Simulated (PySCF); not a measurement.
SMILES CC[SiH2]C(C)=O (C4H10OSi) at its GFN2-xTB optimised geometry (Å):

```
16

C      2.6730    -1.3921    -0.0398
C      1.1541    -1.2656     0.0156
Si     0.5546     0.5319     0.0000
C     -1.3734     0.5319     0.0000
C     -2.0491     1.8774     0.0000
O     -2.0033    -0.5013    -0.0025
H      3.0641    -0.9378    -0.9474
H      3.1322    -0.8926     0.8102
H      2.9764    -2.4376    -0.0245
H      0.7183    -1.8035    -0.8291
H      0.7856    -1.7661     0.9138
H      0.9971     1.2782     1.1851
H      0.9930     1.2552    -1.2008
H     -3.1322     1.7764    -0.0105
H     -1.7370     2.4278     0.8846
H     -1.7200     2.4376    -0.8720
```

Computed with CAM-B3LYP/def2-TZVP run with PySCF. Cells within 0.4 Å of a nucleus heavier than hydrogen are left out (blank, or x).

Map of the deformation density (molecule minus spherical neutral atoms) (e/bohr³) on the plane z = 0.0 Å:

```
|1111111111111111111111111|
|1111111111111111111111111|
|1111111111111111111111111|
|1111111111111111111111111|
|1111111111111111111111111|
|1111111111111111111111111|
|1111111011111111111111111|
|1111113131011111111111111|
|1111079xx0000011111111111|
|1111013384110011111111111|
|111111016x441x10011111111|
|111111003x862xx0011111111|
|1111112396121131001111111|
|1111113xx3001363100111111|
|1111111392111264312211111|
|11111111211100xx7xx001111|
|1111111111111120228311111|
|1111111111111110018511111|
|1111111111111111111111111|
|1111111111111111111111111|
|1111111111111111111111111|
|1111111111111111111111111|
|1111111111111111111111111|
|1111111111111111111111111|
|1111111111111111111111111|
```
Scale: ten equal steps from -0.019 (start of '0') to 0.103 (end of '9'), in the order '0123456789'; x runs from -5.50 to 5.50, y from -5.50 (bottom) to 5.50 (top).
